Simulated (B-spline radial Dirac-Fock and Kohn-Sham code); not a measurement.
# Photoelectron lines of Nb⁴⁺ at 210 eV

System: niobium as Nb⁴⁺, configuration [Kr] 4d1.

The computed values come from a radial B-spline solver: the independent-particle Dirac-Slater model, thresholds from Dirac-Fock. The asymmetry parameter β is from the dipole term alone. Kinetic energies are from the vacuum level. Open shells are spread statistically over j, without multiplet splitting.

```tsv
subshell	electrons	binding (eV)	kinetic (eV)	σ (kb)	β
N1 (4s)	2	116.7	93.33	134	1.99
N2 (4p1/2)	2	87.98	122.0	99.6	1.01
N3 (4p3/2)	4	85.68	124.3	?	?
N4 (4d3/2)	0.4	49.51	160.5	27.2	0.76
N5 (4d5/2)	0.6	49.28	160.7	41.1	0.81
```

Question: What are σ and β for N3 (4p3/2)?

Answer: σ = 224 kb, the largest of all subshells and 43 % of the total, and β = 1.02.

Run: 6.1 s of CPU time on 1 thread of Neoverse-N1 (shared host), peak memory 0.35 GiB.
